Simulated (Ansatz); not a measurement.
Ga₁₃N₁₃H₃₀, a nanocrystal cut from zinc blende GaN (hydrogen-capped). Total charge 0; singlet. Geometry r2SCAN-D4/def2-SVP.

```xyz
56

Ga   -0.015    1.922   -1.608
Ga    1.432    2.861    1.281
Ga   -1.580    3.777    0.608
Ga   -2.419    0.653    0.026
Ga   -0.948    1.605    2.899
Ga    3.152    0.951   -1.018
Ga    1.698    0.137   -3.772
Ga   -0.837   -1.104   -2.088
Ga    2.340   -2.044   -1.492
Ga    0.574   -0.258    0.644
Ga   -1.841   -1.684    2.377
Ga   -0.274   -3.424    0.285
Ga   -3.282   -2.492   -0.387
N     0.211    3.246   -0.151
N     1.799    1.482   -2.273
N     3.167    2.365    0.406
N    -0.637    0.286   -0.715
N     0.750    1.152    1.997
N    -2.118    2.016    1.432
N    -2.943   -1.021    0.950
N    -1.589   -0.146    3.639
N     2.341   -0.615   -0.129
N     1.004   -1.449   -2.738
N    -1.409   -2.723   -1.097
N     1.543   -3.621   -0.542
N    -0.077   -1.891    1.515
H    -0.922    2.480   -2.750
H     1.736    3.934    2.376
H    -2.559    4.115   -0.570
H    -1.304    4.780    1.794
H    -3.514    1.111   -0.988
H    -0.788    2.602    4.092
H     4.627    0.724   -1.486
H     0.609    0.596   -4.803
H     3.180   -0.198   -4.198
H    -1.807   -0.785   -3.267
H     3.764   -2.452   -1.989
H    -2.290   -2.925    3.216
H    -0.627   -4.770    0.997
H    -4.203   -1.945   -1.531
H    -3.632   -3.794    0.433
H     0.516    4.113   -0.610
H     2.127    2.325   -2.761
H     3.553    3.217   -0.015
H     3.858    2.123    1.123
H     1.404    0.859    2.731
H    -3.047    2.231    1.813
H    -3.883   -0.848    1.324
H    -2.491    0.027    4.095
H    -0.984   -0.433    4.415
H     2.996   -0.909    0.604
H     0.909   -2.161   -3.472
H    -1.536   -3.452   -1.809
H     1.488   -4.390   -1.218
H     2.203   -3.970    0.159
H     0.577   -2.185    2.249
```

Single mean-field runs in def2-SVP, def2-TZVP are fitted with def2-universal-jkfit.

Question: Estimate the orbital energies around the gap (eV) in Ansatz with PBE-D4/def2-SVP, PBE-D4/def2-TZVP, r2SCAN-D4/def2-TZVP, PBE0-D4/def2-SVP, PBE0-D4/def2-TZVP.

Answer: 
```tsv
orbital	PBE-D4/def2-SVP	PBE-D4/def2-TZVP	r2SCAN-D4/def2-TZVP	PBE0-D4/def2-SVP	PBE0-D4/def2-TZVP
HOMO−5	-6.28	-6.34	-6.64	-7.53	-7.57
HOMO−4	-6.28	-6.34	-6.64	-7.53	-7.57
HOMO−3	-6.21	-6.29	-6.58	-7.45	-7.50
HOMO−2	-6.05	-6.14	-6.43	-7.29	-7.35
HOMO−1	-5.83	-5.91	-6.20	-7.07	-7.12
HOMO	-5.83	-5.91	-6.20	-7.07	-7.12
LUMO	-1.35	-1.75	-1.36	-0.50	-0.96
LUMO+1	-0.82	-1.12	-0.70	-0.02	-0.33
LUMO+2	-0.76	-1.12	-0.66	0.07	-0.33
LUMO+3	-0.76	-1.08	-0.66	0.07	-0.30
LUMO+4	-0.37	-0.69	-0.34	0.47	0.12
LUMO+5	-0.30	-0.55	-0.17	0.50	0.22
```
